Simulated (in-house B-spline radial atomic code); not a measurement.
Configurations of Sr3+, with energies counted from [Ar] 3d10 4s2 4p5. Method: Dirac-Hartree-Fock, average of configuration, Fermi nucleus of rms radius 4.224 fm. Calculated with a B-spline radial code for spherical atoms. Energies include first-order Breit, QED and recoil terms.

Occupations are held fixed; configurations that lie above the ionisation limit could autoionise.

| configuration | E - E(ref) (eV) | highest orbital | its <r> (bohr) |
| --- | --- | --- | --- |
| [Ar] 3d10 4s2 4p4 4f1 | 42.106 | 4f5/2 | 4.147 |
| [Ar] 3d10 4s2 4p4 5f1 | 47.143 | 5f5/2 | 7.362 |
| [Ar] 3d10 4s2 4p4 8d1 | 51.573 | 8d5/2 | 16.89 |
| [Ar] 3d10 4s2 4p4 8f1 | 52.706 | 8f5/2 | 21.63 |
| [Ar] 3d10 4s1 4p5 5f1 | 69.629 | 5f5/2 | 7.319 |
| [Ar] 3d10 4s1 4p5 5g1 | 70.025 | 5g7/2 | 6.855 |
| [Ar] 3d9 4s2 4p5 5s1 | 146.54 | 5s1/2 | 3.066 |
| [Ar] 3d9 4s2 4p5 6g1 | 168.01 | 6g7/2 | 10.97 |
| [Ar] 3d9 4s2 4p5 7g1 | 169.62 | 7g7/2 | 15.83 |

Order these further configurations by energy, lowest first.
A. [Ar] 3d9 4s2 4p6
B. [Ar] 3d10 4s2 4p4 4d1
C. [Ar] 3d10 4s1 4p5 5d1
D. [Ar] 3d10 4s2 4p4 7f1
E. [Ar] 3d10 4s1 4p5 4f1

B (26.161 eV), D (51.614 eV), C (63.6 eV), E (64.573 eV), A (114.92 eV).

How far above the reference does [Ar] 3d10 4s2 4p4 6d1 lie?

46.88 eV; its least bound orbital is 6d5/2 with <r> = 8.089 bohr.

How far above the reference does [Ar] 3d9 4s2 4p5 6f1 lie?

167.74 eV; its least bound orbital is 6f5/2 with <r> = 11.27 bohr.

How far above the reference does [Ar] 3d10 4s1 4p5 8g1 lie?

75.335 eV; its least bound orbital is 8g7/2 with <r> = 21.44 bohr.
